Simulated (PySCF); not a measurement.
CaIn and its ions

ROHF-CCSD(T); PySCF, spin-free X2C with a Gaussian nucleus, basis sets Ca x2c-SVPall, In x2c-SVPall. Neutral (ROHF): doublet (π ↑), Re = 3.409 Å, ωe = 106 cm⁻¹, De = 0.36 eV.

CaIn⁺ (RHF): singlet (closed shell), Re = 3.712 Å, ωe = 107 cm⁻¹, De = 1.10 eV to Ca + In⁺. The energies at the minima are -6557.34760 hartree for CaIn and -6557.17744 for CaIn⁺.

(1) Work out the adiabatic ionisation energy, without and with harmonic zero-point energies (1 hartree = 27.2114 eV, 1 eV = 8065.5 cm⁻¹), and the change of the bond length.

Correlated steps freeze 23 core orbitals. Weak bonds: CaIn. Basis-set superposition, not corrected here, can be much of De in a small basis, most of all at correlated wavefunction levels. Spin–orbit coupling is left out, which matters for elements this heavy, above all for dissociation energies. For an ion De counts to the pair picked by the measured ionisation energies or electron affinities, which need not be the lowest pair at this level. States were picked by a PBE0 search and need not be the measured ground states.

Results:

(1) At CCSD(T): 0.17016 hartree = 4.630 eV between the minima; the zero-point term (107.0 − 106.0)/2 cm⁻¹ = +0.000 eV makes it 4.630 eV. Re changes by +30.3 pm against the neutral. The electron leaves a π orbital, and the longer bond of the ion fits a bonding orbital, or a change in how ionic the bond is.
